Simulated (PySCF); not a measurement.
Ge(I)(SiH3) (GeH3ISi), SMILES [SiH3][Ge][I] (connectivity only; charge and spin as stated), neutral, multiplicity 1. Atoms are numbered in the order given.

```xyz
6

Ge     1.0082    -0.9611     0.0000
I     -0.2203     1.3185     0.0000
Si    -1.1315    -2.2552     0.0000
H     -0.8828    -3.7317     0.0000
H     -1.9303    -1.9126    -1.2163
H     -1.9303    -1.9126     1.2163
```
Charge 0, spin multiplicity 1.

Geometry: B3LYP-D3(BJ)/def2-SVP. The def2 effective core potentials stand for the cores of I; spin–orbit coupling is left out.

All values below come from r2SCAN/def2-TZVPD (PySCF).

Mulliken values depend strongly on the basis, most of all with diffuse functions as here. ESP charges are fitted to the potential on shells at 1.4 to 2.0 van der Waals radii. Atomic charges (e):

| atom | Mulliken | ESP fit |
|---|---|---|
| Ge1 | 0.13 | 0.03 |
| I2 | -0.13 | -0.11 |
| Si3 | 0.06 | 0.50 |
| H4 | -0.06 | -0.15 |
| H5 | 0.00 | -0.14 |
| H6 | 0.00 | -0.14 |
